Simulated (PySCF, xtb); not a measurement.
Sn(Cl)(Me)(OH)2 (CH₅ClO₂Sn), SMILES [OH][Sn]([OH])([Cl])[CH3]. Other conformers were not sampled.

Harmonic wavenumbers (cm⁻¹) from xtb 6.7.1 with GFN2-xTB at its own minimum, in rising order: 71, 90, 108, 119, 141, 141, 166, 221, 304, 409, 473, 500, 740, 744, 781, 817, 1203, 1402, 1405, 3030, 3053, 3057, 3625, 3653.

Problem. What does PBE0-D3(BJ)/def2-SVP (PySCF) give at its own minimum? (Estimate from the structure and the level; the computed values follow.)

Solution. 61, 80, 123, 138, 152, 169, 208, 228, 370, 551, 634, 644, 776, 780, 840, 859, 1213, 1428, 1429, 3085, 3215, 3218, 3884, 3895. Paired by order, the mean absolute difference is 74 cm⁻¹ and the zero-point energies are 37.5 and 40.0 kcal/mol.
